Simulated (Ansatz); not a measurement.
Total energies of C2H6BFO (`BC(F)CO`).

```xyz
11

B     0.251    0.371   -1.105
C    -0.975    0.134   -0.088
F    -1.605    1.291    0.366
C    -0.005   -0.373    0.950
O     1.218    0.171    0.339
H     0.473    1.463   -1.537
H     0.547   -0.577   -1.788
H    -1.759   -0.578   -0.351
H    -0.120    0.047    1.950
H     0.058   -1.461    0.988
H     1.917   -0.487    0.276
```

Charge 0, multiplicity 1. The structure was optimised at the PBE0-D4/def2-TZVP level. It is one conformer, not always the lowest. Basis def2-TZVPP, Ansatz.

RPA on PBE orbitals: Hartree–Fock energy of these orbitals -278.22984 Eh, correlation -1.51062 Eh (frozen core).

| functional | energy without D4 (Eh) | D4 term (kJ/mol) |
| --- | --- | --- |
| r2SCANh | -279.65566 | -4.4 |
| B2PLYP | -279.61107 | – |

Q: Give the same for LDA (SPW92), PBE, revPBE, BLYP, r2SCAN, B97M-V, PBE0, B3LYP, r2SCAN0, HSE06 (plane-wave form), BHLYP, CAM-B3LYP, LC-ωPBE, ωB97X-V, ωB97M-V, PBE-QIDH. (Best estimate.)

A: Ansatz gave: 
```csv
functional,energy without D4 (Eh),D4 term (kJ/mol)
LDA (SPW92),-277.61163,–
PBE,-279.48787,-17.5
revPBE,-279.72262,-63.3
BLYP,-279.73490,-40.0
r2SCAN,-279.66904,-4.3
B97M-V,-279.76571,–
PBE0,-279.50696,-14.4
B3LYP,-279.82552,-28.0
r2SCAN0,-279.63673,-4.9
HSE06 (plane-wave form),-279.49281,-13.2
BHLYP,-279.67749,-18.9
CAM-B3LYP,-279.70863,-14.3
LC-ωPBE,-279.65276,–
ωB97X-V,-279.73167,–
ωB97M-V,-279.71253,–
PBE-QIDH,-279.46961,–
```

B3LYP takes the VWN-RPA correlation (the form of Gaussian; ORCA's B3LYP/G). HSE06 is the plane-wave form, built on full-range PBE exchange. The double hybrids freeze the cores in their second-order part.

LC-ωPBE has ω = 0.4 bohr⁻¹.
